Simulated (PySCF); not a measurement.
## Ionisation energy of Pt⁺ by level of theory

Pt⁺ [Xe] 4f14 5d9 [5d3/2^4 5d5/2^5, M_J = 5/2] → Pt²⁺ [Xe] 4f14 5d8 [5d3/2^4 5d5/2^4, M_J = 4], as a difference of total energies. Calculation: PySCF 2.14, in x2c-TZVPPall-2c; the two-component X2C-1e Hamiltonian. Correlated levels: [Kr] 4d10 4f14 frozen; the 34 highest virtual spinors dropped. "Screened" scales the spin-orbit matrix elements by Boettger's factors to mimic the two-electron term; Breit and QED terms are absent.

```csv
method,ionisation energy (eV)
GHF (spin-free),17.017
GMP2 (spin-free),18.830
GHF (screened spin-orbit),16.656
GMP2 (screened spin-orbit),18.429
```

**Question.** How much does correlation contribute at GMP2 (screened spin-orbit)?

**Answer.** 18.429 − (16.656) = 1.773 eV, measured against GHF (screened spin-orbit).

The spin-free rows relax to the high-spin LS determinant and lack the spin-orbit shift.

Errors of the correlated levels include the incompleteness of this basis and the frozen core.

The labels give the starting determinants; with spin-orbit coupling the two ends relaxed to ⟨J²⟩ = 10.52, ⟨L²⟩ = 7.08, ⟨S²⟩ = 1.24 and ⟨J²⟩ = 20.02, ⟨L²⟩ = 12.46, ⟨S²⟩ = 2.09.

The determinant of Pt⁺ mixes levels of different J (the jj label is only the starting occupation), so the difference between spin-free and spin-orbit rows is not the physical spin-orbit shift.

For comparison: 18.56 ± 0.12 eV (measured; NIST Atomic Spectra Database, ionization energies).
